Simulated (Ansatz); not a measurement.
Two isomers of C2H6OSSi: A = `COC([SiH3])=S`, B = `SC1OC[SiH2]1`.

Gas-phase electronic energies from Ansatz, PBE0-D4/def2-TZVP geometries. CCSD(T)/CBS is the MP2 limit (def2-TZVPP, def2-QZVPP) plus CCSD(T) − MP2 in def2-TZVPP, frozen cores. Functionals use def2-TZVPP. B3LYP here is the variant with VWN-RPA as its local correlation; programs differ in this. Each species was taken in one conformer, which may not be the lowest.

A:

Z-matrix (Å, degrees):
```
C
O 1 1.424
H 1 1.092 2 111.0
H 1 1.088 2 105.7 3 -118.8
H 1 1.092 2 111.0 3 122.4
C 2 1.325 1 119.3 3 -61.1
S 6 1.625 2 120.5 1 179.9
Si 6 1.908 2 126.8 1 0.0
H 8 1.480 6 107.1 2 -120.7
H 8 1.491 6 114.3 2 -0.6
H 8 1.480 6 107.1 2 119.6
```

B:

Z-matrix (Å, degrees):
```
C
O 1 1.432
S 1 1.805 2 114.9
Si 1 1.902 2 89.4 3 113.9
H 1 1.090 2 109.4 3 -123.8
C 2 1.447 1 103.9 3 -97.1
H 3 1.345 1 97.3 2 -69.2
H 4 1.486 1 119.0 2 -129.3
H 4 1.486 1 114.4 2 97.9
H 6 1.091 2 109.9 1 -138.5
H 6 1.095 2 111.1 1 100.5
```

Problem. Which is lower in electronic energy at CCSD(T)/CBS, and by how much? (Best estimate.)

Solution. The calculation gave: A, by 23.4 kJ/mol.

Problem. Give E(B) − E(A) in kJ/mol with B2PLYP, MP2/def2-TZVPP, CCSD/def2-TZVPP, HF/def2-TZVPP, CCSD(T)/def2-SVP, B3LYP-D4, CCSD(T)/def2-TZVPP. (An estimate is asked.)

Solution. Computed: B2PLYP 36.4, MP2/def2-TZVPP 25.8, CCSD/def2-TZVPP 21.8, HF/def2-TZVPP 34.2, CCSD(T)/def2-SVP 45.4, B3LYP-D4 37.2, CCSD(T)/def2-TZVPP 27.5. None reverses the order clearly.

Problem. Does the order hold for the free energy at 298.15 K (harmonic terms from PBE0-D4)? (An estimate is asked.)

Solution. The calculation gave: Yes: G(B) − G(A) = +29.6 kJ/mol, for one conformer each. Modes under 60 cm⁻¹, often nearly free rotors, make the harmonic entropy too high.

Largest T1 diagnostic: 0.017.

From PBE to PBE0 (25 % exact exchange), in def2-TZVPP and without D4, E(B) − E(A) moves by −11.5 kJ/mol. Leaving LDA and LC-ωPBE aside and taking each functional with its dispersion term where it has one, the values, not all of them listed here, spread over 34.6 kJ/mol, from ωB97X-V to BLYP-D4. LDA lies −13.3 kJ/mol from PBE without D4.
